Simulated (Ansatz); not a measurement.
Total energies of SnHF3 from Ansatz at PBE0-D4/def2-TZVP, gas phase (1 Eh = 27.2114 eV = 2625.5 kJ/mol). The reference geometry is relaxed at PBE0-D4/def2-TZVP.

```
atom   x (Å)   y (Å)   z (Å)
 Sn1   0.073  -0.028   0.089
  H2   1.109  -0.429   1.352
  F3  -1.477  -1.108   0.009
  F4   0.866  -0.183  -1.621
  F5  -0.571   1.748   0.171
```

```
                 state   geometry  energy (Eh)
      charge 0 singlet  reference   -514.37525
      charge 1 doublet  reference   -513.88203
free Sn atom (triplet)          –   -214.25870
 free H atom (doublet)          –     -0.50104
 free F atom (doublet)          –    -99.67617
```

In the def2 sets Sn takes a core potential; there is no spin–orbit coupling.

Problem. Work out the vertical ionisation energy to the doublet.

Solution. E(charge 1 doublet) − E(charge 0 singlet) = -513.88203 − (-514.37525) = 0.49322 Eh = 13.42 eV. For comparison, −ε of the highest occupied level is 11.05 eV at this level, 2.37 eV less.

Problem. What is the binding energy per atom against free atoms?

Solution. Atoms: 1 × (-214.25870) + 1 × (-0.50104) + 3 × (-99.67617) = -513.78825 Eh. Binding: -513.78825 − (-514.37525) = 0.58700 Eh = 15.97 eV, or 3.19 eV for each of 5 atoms (no zero-point energy, no counterpoise term).
